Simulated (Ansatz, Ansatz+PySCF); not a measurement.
```yaml
atoms:
  - { symbol: B, position_ang: [0.0000, 0.0000, 0.0000] }
  - { symbol: O, position_ang: [0.0000, 0.0000, 1.4800] }
```

Basis set: def2-SVP (spherical functions). Frozen core: 2 orbitals. Charge 0, multiplicity 2.

Computed with Ansatz (development build ahead of 0.2.0); each method stands on the lowest determinant of its kind that the runs found.

The atomization energy at this shape (free ground-state atoms in the same class of orbitals less the molecule, no zero-point energy) of doublet BO:

| method | atomization energy |
| --- | --- |
| ROHF | 3.54 eV |
| UHF | 3.60 eV |

Task: What does UHF-MP2 give?

Result: 5.08 eV. Caution for UHF-MP2: bonds are stretched, where a single reference can fail; forces differ strongly between restricted and unrestricted references. Caution for UHF-MP2, UHF: the unrestricted determinant is spin contaminated.
